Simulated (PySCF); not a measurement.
Input for PySCF: D3(BJ) and D4 dispersion corrections on CH4O2 (a complex), monomers drawn apart or pushed together.

```python
from pyscf import gto
from pyscf.dispersion import dftd3, dftd4

mol = gto.M(
    atom='''
    O     0.27470414   -0.11455422    0.53960396
    H    -0.46269598   -0.44100008    1.07826482
    H    -0.04261553   -0.11150345   -0.36776118
    C    -0.27837945   -0.30801185    3.40212361
    O    -1.15731467   -0.73210942    2.69672898
    H     0.64181793    0.12947026    2.97955095
    H    -0.36088969   -0.34117296    4.50320723
    ''',
    basis='def2-svp',
    charge=0, spin=0, verbose=0, max_memory=1800)
d3, d4 = {}, {}
for xc in ['hf', 'pbe', 'blyp', 'revpbe', 'tpss', 'r2scan', 'b3lyp', 'pbe0', 'bhlyp', 'camb3lyp', 'b2plyp']:
    d3[xc] = float(dftd3.DFTD3Dispersion(mol, xc=xc, version='d3bj', atm=False).get_dispersion()['energy'])
    print(f'D3(BJ) {xc:10s} {d3[xc]:14.8f} Eh')
for xc in ['hf', 'pbe', 'blyp', 'revpbe', 'tpss', 'r2scan', 'b3lyp', 'pbe0', 'bhlyp', 'camb3lyp', 'b2plyp']:
    d4[xc] = float(dftd4.DFTD4Dispersion(mol, xc={'camb3lyp': 'cam-b3lyp'}.get(xc, xc), atm=True).get_dispersion()['energy'])
    print(f'D4     {xc:10s} {d4[xc]:14.8f} Eh')
```

Output:

```
D3(BJ) hf            -0.02287033 Eh
D3(BJ) pbe           -0.00261754 Eh
D3(BJ) blyp          -0.00530772 Eh
D3(BJ) revpbe        -0.00705459 Eh
D3(BJ) tpss          -0.00317845 Eh
D3(BJ) r2scan        -0.00070437 Eh
D3(BJ) b3lyp         -0.00428218 Eh
D3(BJ) pbe0          -0.00214867 Eh
D3(BJ) bhlyp         -0.00316128 Eh
D3(BJ) camb3lyp      -0.00178750 Eh
D3(BJ) b2plyp        -0.00185824 Eh
D4     hf            -0.00875241 Eh
D4     pbe           -0.00219362 Eh
D4     blyp          -0.00500236 Eh
D4     revpbe        -0.00823345 Eh
D4     tpss          -0.00297895 Eh
D4     r2scan        -0.00055905 Eh
D4     b3lyp         -0.00347873 Eh
D4     pbe0          -0.00181850 Eh
D4     bhlyp         -0.00227299 Eh
D4     camb3lyp      -0.00178948 Eh
D4     b2plyp        -0.00153045 Eh
```

The run finished.

Cost: about 0.06 core-seconds (a rough figure).
